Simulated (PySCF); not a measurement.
Two-component Hartree-Fock for Hf (hafnium, neutral)

Start: [Xe] 4f14 5d1 6s2 7s1; 5d5/2 filled at m_j = +5/2; 7s1/2 filled at m_j = +1/2. Calculated with PySCF 2.14 in x2c-TZVPall-2c with one added diffuse shell each of s, p, d type (12s12p11d2f, 117 functions): generalised Hartree-Fock with the X2C-1e Hamiltonian and a Gaussian nucleus; spin-orbit coupling (SO) screened by Boettger's factors. This is a chosen level, not necessarily the ground level.

```csv
spinor shell,electrons,"ε, screened SO (eV)",weight of nominal j (screened SO),"rms radius, screened SO (bohr)"
1s1/2,2,-65673.6,1.000,0.0215
2s1/2,2,-11366.4,1.000,0.0869
2p1/2,2,-10835.7,1.000,0.0740
2p3/2,4,-9638.3,1.000,0.0812
3s1/2,2,-2648.9,1.000,0.222
3p1/2,2,-2413.8,1.000,0.214
3p3/2,4,-2152.6,1.000,0.228
3d3/2,4,-1759.1,1.000,0.202
3d5/2,6,-1702.6,1.000,0.206
4s1/2,2,-563.99,1.000,0.498
4p1/2,2,-466.29,1.000,0.508
4p3/2,4,-405.95,1.000,0.541
4d3/2,4,-244.87,1.000,0.571
4d5/2,6,-233.52,1.000,0.583
5s1/2,2,-80.193,1.000,1.22
5p1/2,2,-49.493,0.989,1.37
5p3/2,4,-41.275,0.994,1.48
4f5/2,6,-31.927,0.998,0.744
4f7/2,8,-30.216,0.998,0.750
7s1/2,1,-7.427,0.001,2.56
6s1/2,2,-6.510,0.999,3.98
5d5/2,1,-7.035,1.000,2.63
```

```
   quantity   screened SO
E (hartree)  -15082.76273
        M_J             3
       ⟨J²⟩        16.844
       ⟨L²⟩        12.360
       ⟨S²⟩         2.078
```

The determinant has a definite M_J but mixes levels of different J.

Each row is a mean over spinors that exchange with the open shell spreads, by up to 3.215 eV (5p3/2).

Rows whose weight is well below 1 are mixtures of j = l ± 1/2: exchange outweighs spin-orbit coupling there, and the label is only the starting occupation.

Breit and QED terms are absent; they matter most for the inner s and p1/2 levels.

Densities and radii are taken from the X2C orbitals without a picture-change correction, which distorts them close to the nucleus.
